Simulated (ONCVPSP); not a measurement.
What one change does to a pseudopotential (iron, ONCV)

- Element: iron
- Generator: ONCVPSP 4.0.1
- Type: optimised norm-conserving Vanderbilt (ONCV)
- Functional: LDA (Perdew-Zunger)
- Relativity: fully relativistic
- Frozen core: [Ne]
- Valence charge: 16
- Reference configuration: 3s2 3p6 3d6 4s1.75 (charge +0.25)
- Partial waves: 3s+4s: rc 1.15 bohr, ncon 3, nbas 6, qcut 11.2 1/bohr, 2 projectors; 3p: rc 1.15 bohr, ncon 4, nbas 7, qcut 14.3 1/bohr, 2 projectors, debl 1.3 Ha; 3d: rc 1.05 bohr, ncon 4, nbas 9, qcut 16.8 1/bohr, 2 projectors, debl 3.7 Ha
- Local potential: polynomial inside 1.00 bohr (lpopt 5, dvloc0 0 Ha)
- Core correction: none

Open shells are filled in proportion to 2j + 1.

In the p channel the program set the typed energies aside and used -2.257, 0.250 Ha (j = l + 1/2; the other j can differ).

Change: d: qcut 10.5.

Cutoffs: the cutoffs (Ha) at which the residual kinetic energy of the hardest occupied pseudo-wave falls to 1 and 0.1 mHa per electron; they do not see the model core or the augmentation charge, which bear on the density cutoff. Errors are all-electron minus pseudo energies relative to the spin-unpolarised reference configuration.

Q: How do hardness, ghosts and transferability respond?

A: The potential gets harder (94 Ha and 108 Ha → 130 Ha and 277 Ha); of the 4 tests that both files solve, the error grows in 1 and shrinks in 0 by more than 15 % and 0.3 meV (median size 0.3 → 0.3 meV); neither file shows a bound ghost.

| quantity | base | changed |
| --- | --- | --- |
| cutoff, loose | 94 Ha | 130 Ha |
| cutoff, tight | 108 Ha | 277 Ha |
| loose cutoff by channel | s 43 Ha, p 33 Ha, d 94 Ha | s 43 Ha, p 33 Ha, d 130 Ha |
| bound ghosts | none | none |
| GHOST(+) flags under 300 eV | none | none |
| error for 3s2 3p6 3d6 4s2, meV [ΔE -1.58 eV] | 0.0 | 0.0 |
| error for 3s2 3p6 3d6 4s1, meV [ΔE 7.40 eV] | +0.4 | +0.5 |
| error for 3s2 3p6 3d6 4s0, meV [ΔE 23.89 eV] | +2.4 | +3.2 |
| error for 3s2 3p6 3d6 4s1.5, meV [ΔE 2.01 eV] | +0.1 | +0.1 |
| s: phases at 1.17 bohr within 0.05 rad from the reference energy up to (Ha; the scan ends near 5) | to the end of the scan | to the end of the scan |
| p3/2: phases at 1.17 bohr within 0.05 rad from the reference energy up to (Ha; the scan ends near 5) | to the end of the scan | to the end of the scan |
| p1/2: phases at 1.17 bohr within 0.05 rad from the reference energy up to (Ha; the scan ends near 5) | to the end of the scan | to the end of the scan |
| d5/2: phases at 1.07 bohr within 0.05 rad from the reference energy up to (Ha; the scan ends near 5) | to the end of the scan | to the end of the scan |
| d3/2: phases at 1.07 bohr within 0.05 rad from the reference energy up to (Ha; the scan ends near 5) | to the end of the scan | to the end of the scan |
